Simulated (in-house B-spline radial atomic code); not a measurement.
Atomic self-consistent-field run: Rh III (Rh2+) (an excited or competing configuration). Computed with a radial B-spline atomic code at the basis-set limit: scalar-relativistic (X2C) SCAN, spin-polarised, spherical fractional occupations, Fermi nucleus of rms radius 4.4945 fm.

Command:
```bash
python run_scf.py task.json out
```
Settings (nuclear radius in fm, mass in u):
```
Z                45
configuration    [Ar] 3d9 4s2 4p6 4d8
hamiltonian      x2c
method           scan,scan
spin_polarised   True
nucleus          fermi
rms_radius       4.4945
atomic_mass      102.90549
speed_of_light   137.035999084
```

Output (hartree, bohr):
```
 radial grid: 73 intervals, B-splines of order 8, outer radius 38.5185 bohr

 iter        energy (Eh)    residual
    1       -4771.670315    1.37e-01
    2       -4771.678597    1.74e-03
    3       -4771.678635    7.44e-04
    4       -4771.678636    3.76e-04
    5       -4771.678637    3.16e-05
    6       -4771.678637    7.48e-06
    7       -4771.678637    4.66e-06
    8       -4771.678637    7.32e-07
    9       -4771.678637    1.27e-07

 total energy                     -4771.67864
 kinetic                            4975.4833
 electron-nucleus                 -11499.2235
 Hartree                            1890.5547
 exchange-correlation               -138.4932

 orbital      occ     eigenvalue          <r>       <r^2>       <1/r>       r_max
 1s up      1.000      -848.8751    0.0321063  0.00140339     48.7992     0.02055
 1s down    1.000      -848.8727    0.0321062  0.00140338     48.7994     0.02055
 2s up      1.000      -125.3040      0.14137   0.0236296     10.9981      0.1196
 2s down    1.000      -125.2096     0.141318   0.0236123      11.003      0.1196
 2p up      3.000      -112.4168     0.123498   0.0186449     10.3541     0.09558
 2p down    3.000      -112.3423      0.12344   0.0186264     10.3583     0.09555
 3s up      1.000       -23.8501     0.386507    0.171031     3.82613      0.3493
 3s down    1.000       -23.7315     0.386879    0.171344     3.82016      0.3495
 3p up      3.000       -19.5702     0.385878     0.17302     3.59024      0.3424
 3p down    3.000       -19.4489     0.386343     0.17342     3.58429      0.3427
 3d up      5.000       -12.8012     0.364242    0.158086     3.35113      0.2892
 3d down    4.000       -12.6606     0.365001    0.158787     3.34553      0.2896
 4s up      1.000        -4.0852     0.962073      1.0473     1.43862      0.8695
 4s down    1.000        -3.9992     0.962568     1.04872     1.43827      0.8694
 4p up      3.000        -2.8408       1.0496     1.25937     1.28927      0.9254
 4p down    3.000        -2.7548      1.05148     1.26494     1.28792      0.9257
 4d up      5.000        -1.0483      1.36122     2.20663    0.979017       1.077
 4d down    3.000        -0.9708      1.38499      2.2966    0.966542       1.081
```

Time taken, with all properties: 0.21 s on 1 thread of Arm Neoverse V2 (shared host).

One-electron X2C: radii and densities carry no picture-change correction, so inner-shell <1/r> comes out high (for 1s by about 2 % at Z = 33, 5 % at 54, 10 % at 75, 30 % at 118) and <r> low.
